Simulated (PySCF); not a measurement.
CdS, SMILES [S]=[Cd].

Geometry: B3LYP-D3(BJ)/def2-TZVPD. The def2 effective core potentials stand for the cores of Cd; spin–orbit coupling is left out.

Two levels are set side by side: TDA-PBE/def2-TZVPD (PySCF) and TDA-PBE0/def2-TZVPD (PySCF). Vertical, same geometry. The lowest singlet is HOMO→LUMO 100 % with PBE and HOMO→LUMO 100 % with the other functional; states are paired by order. Differences are taken from unrounded values.

```tsv
quantity	TDA-PBE0
lowest singlet excitation (eV)	0.69
lowest triplet excitation (TDA) (eV)	0.12
first bright state (f over 0.05) (eV)	3.76
its oscillator strength	0.09
```

Q: What does TDA-PBE give, and how far is it from TDA-PBE0? (An estimate is asked for; the answer gives what the named calculation found.)

A: 
| quantity | TDA-PBE | TDA-PBE minus TDA-PBE0 |
|---|---|---|
| lowest singlet excitation (eV) | 0.59 | -0.10 |
| lowest triplet excitation (TDA) (eV) | 0.04 | -0.08 |
| first bright state (f over 0.05) (eV) | 6.28 | 2.52 |
| its oscillator strength | 1.12 | 1.03 |

A lower first singlet is the usual sign of a functional without exact exchange. Differences between two approximate levels are no errors against the true value.

Rough cost on one machine, each run with all the roots and properties that it gave: TDA-PBE0 against TDA-PBE about 2 times.
